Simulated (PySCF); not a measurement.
## Excitation energy of Mn+ by level of theory

Mn+ [Ar] 3d5 4s1 (7S) → Mn+ [Ar] 3d4 4s2 (5D), as a difference of total energies. Computed with PySCF 2.14 in x2c-TZVPPall, with scalar relativity by spin-free X2C-1e. Correlated levels: valence: [Ar] frozen; valence and next inner shell: [Ne] frozen. The calculations carry no spin-orbit coupling.

```json
{"method": "UHF", "excitation energy (eV)": "7.112"}
{"method": "LDA", "excitation energy (eV)": "7.486"}
{"method": "PBE", "excitation energy (eV)": "7.413"}
{"method": "PBE0", "excitation energy (eV)": "7.367"}
{"method": "r2SCAN", "excitation energy (eV)": "7.807"}
{"method": "wB97X", "excitation energy (eV)": "6.502"}
{"method": "LC-wPBE", "excitation energy (eV)": "7.510"}
{"method": "M06-2X", "excitation energy (eV)": "5.978"}
{"method": "PW91", "excitation energy (eV)": "7.443"}
{"method": "MP2 (valence)", "excitation energy (eV)": "6.972"}
{"method": "SCS-MP2 (valence)", "excitation energy (eV)": "6.138"}
{"method": "MP2 (valence and next inner shell)", "excitation energy (eV)": "7.249"}
{"method": "SCS-MP2 (valence and next inner shell)", "excitation energy (eV)": "6.585"}
```

Task: How much does correlation contribute at MP2 (valence and next inner shell)?

Result: 7.249 − (7.112) = 0.137 eV, measured against UHF.

A first-order spin-orbit estimate (lowest level to lowest level, LS coupling) adds -0.067 eV.
